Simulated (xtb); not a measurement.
C2H4N (SMILES [CH]=NC), doublet, at a GFN2-xTB geometry; GFN0-xTB in xtb 6.7.1.

Here is a job for xtb.
```
$ xtb mol.xyz --gfn 0 --uhf 1 --opt --json

# file mol.xyz
7

C      1.31120828    -0.15668231    -0.21200825
N      0.11562011    -0.33131293    -0.26397662
C     -1.07674994     0.25688588     0.27315521
H      1.96810973     0.54605768     0.28532144
H     -1.70417788     0.56801654    -0.56204592
H     -1.60723309    -0.51156564     0.83538198
H     -0.87278958     1.11546051     0.92229710
```

It wrote (shortened):

```
   ID    Z sym.   atoms
    1    6 C      1, 3
    2    7 N      2
    3    1 H      4-7

           -------------------------------------------------
          |                Calculation Setup                |
           -------------------------------------------------

           -------------------------------------------------
          |                 G F N 0 - x T B                 |
           -------------------------------------------------

          ...................................................
          :                      SETUP                      :
          :.................................................:
          :  # basis functions                  20          :
          :  # atomic orbitals                  20          :
          :  # shells                           14          :
          :  # electrons                        17          :
          :  electronic temp.          300.0000000     K    :
          :  accuracy                    1.0000000          :
          :  -> integral cutoff          0.2500000E+02      :
          :  -> integral neglect         0.1000000E-07      :
          ...................................................

         :::::::::::::::::::::::::::::::::::::::::::::::::::::
         ::                     SUMMARY                     ::
         :::::::::::::::::::::::::::::::::::::::::::::::::::::
         :: total energy              -9.312143295867 Eh    ::
         :: gradient norm              0.023851319210 Eh/a0 ::
         :: HOMO-LUMO gap              2.351726503746 eV    ::
         ::.................................................::
         :: H0 energy                 -9.393158113412 Eh    ::
         :: repulsion energy           0.148842682142 Eh    ::
         :: electrostat energy        -0.042911693106 Eh    ::
         :: -> Gsolv                   0.000000000000 Eh    ::
         ::    -> Gsasa                0.000000000000 Eh    ::
         ::    -> Gshift               0.000000000000 Eh    ::
         :: dispersion energy         -0.001033065657 Eh    ::
         :: short-range corr.         -0.023883105834 Eh    ::
         :: add. restraining           0.000000000000 Eh    ::
         :: total charge               0.000000000000 e     ::
         :::::::::::::::::::::::::::::::::::::::::::::::::::::

      -----------------------------------------------------------
     |                   =====================                   |
[...]
 * total energy  :    -9.3121433 Eh     change        0.0000000E+00 Eh
 * total energy  :    -9.3125568 Eh     change       -0.4135148E-03 Eh
 * total energy  :    -9.3127122 Eh     change       -0.1554178E-03 Eh
 * total energy  :    -9.3127513 Eh     change       -0.3908835E-04 Eh
 * total energy  :    -9.3127723 Eh     change       -0.2096365E-04 Eh
 * total energy  :    -9.3127794 Eh     change       -0.7127679E-05 Eh
 * total energy  :    -9.3127847 Eh     change       -0.5307730E-05 Eh
 * total energy  :    -9.3127884 Eh     change       -0.3674763E-05 Eh
   *** GEOMETRY OPTIMIZATION CONVERGED AFTER 8 ITERATIONS ***
         :: total energy              -9.312788390650 Eh    ::
[...]
        16                          0.2032349               5.5303
        17                          0.2559852               6.9657
        18                          0.2830042               7.7009
        19                          0.3412419               9.2857
        20                          0.6230255              16.9534
      -------------------------------------------------------------
                  HL-Gap            0.0894215 Eh            2.4333 eV
             Fermi-level            0.0000000 Eh            0.0000 eV

     #   Z          covCN         q      C6AA      α(0)
     1   6 C        1.840     0.185    27.202     8.416
     2   7 N        1.819    -0.649    39.275     9.320
     3   6 C        3.688     0.141    20.667     6.582
     4   1 H        0.923     0.092     1.857     2.131
     5   1 H        0.925     0.084     1.935     2.175
     6   1 H        0.925     0.084     1.935     2.175
     7   1 H        0.924     0.063     2.167     2.302

 Mol. C6AA /au·bohr⁶  :        467.385611
 Mol. C8AA /au·bohr⁸  :      10269.965450
 Mol. α(0) /au        :         33.100860

Wiberg/Mayer (AO) data.
largest (>0.10) Wiberg bond orders for each atom

 ---------------------------------------------------------------------------
     #   Z sym  total        # sym  WBO       # sym  WBO       # sym  WBO
 ---------------------------------------------------------------------------
     1   6 C    3.407 --     2 N    2.307     4 H    0.964
     2   7 N    3.279 --     1 C    2.307     3 C    0.934
     3   6 C    3.925 --     6 H    0.970     5 H    0.970     7 H    0.969
                             2 N    0.934
     4   1 H    0.998 --     1 C    0.964
     5   1 H    0.996 --     3 C    0.970
     6   1 H    0.996 --     3 C    0.970
     7   1 H    0.983 --     3 C    0.969
 ---------------------------------------------------------------------------

Topologies differ in total number of bonds
Writing topology from bond orders to xtbtopo.mol

 dipole moment from electron density (au)
     X       Y       Z
  -0.4226   0.5480   0.4526  total (Debye):    2.102

optimized geometry written to: xtbopt.xyz

           -------------------------------------------------
          | TOTAL ENERGY               -9.312788390650 Eh   |
          | GRADIENT NORM               0.000341280372 Eh/α |
          | HOMO-LUMO GAP               2.433282179945 eV   |
           -------------------------------------------------

normal termination of xtb
```
